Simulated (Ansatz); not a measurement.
CH₅BSSi. The species carries charge 0 and has multiplicity 1. The bonds changed during the relaxation, so this is another structure than the one it started from.

Z-matrix (Å, degrees):
```
C
B 1 1.582
Si 1 1.874 2 67.8
S 1 1.802 2 71.3 3 -110.1
H 1 1.083 2 138.7 3 139.3
H 2 1.188 1 135.9 3 -149.0
H 3 1.487 1 118.3 2 -118.4
H 3 1.482 1 110.6 2 110.1
H 4 1.353 1 99.4 2 -87.6
```

**Question.** List the harmonic frequencies (cm⁻¹, unscaled) at PBE0-D4/def2-TZVP in Ansatz. (An estimate is asked.)

**Answer.** The calculation gave: 213, 355, 485, 544, 566, 594, 665, 688, 732, 752, 843, 911, 926, 958, 1010, 1090, 2211, 2252, 2617, 2683, 3199.

**Question.** Is this a minimum?

**Answer.** Yes, all 21 modes are real.

**Question.** Give the ideal-gas thermochemistry at 298.15 K and 1 bar (rigid rotor, harmonic oscillator; point group C1, symmetry number 1).

**Answer.** Zero-point energy 145.3 kJ/mol; H(298) − E = 161.5 kJ/mol; entropy 301.4 J/(mol·K), of which translation 164.7, rotation 106.3, vibration 30.5; G(298) − E = 71.6 kJ/mol.

**Question.** And at 400, 500, 600, 800 and 1000 K?

**Answer.** 
```csv
T (K),H − E (kJ/mol),S (J/mol/K),G − E (kJ/mol)
400,172.0,331.5,39.4
500,184.1,358.6,4.8
600,197.6,383.2,-32.3
800,227.6,426.2,-113.3
1000,260.4,462.7,-202.3
```
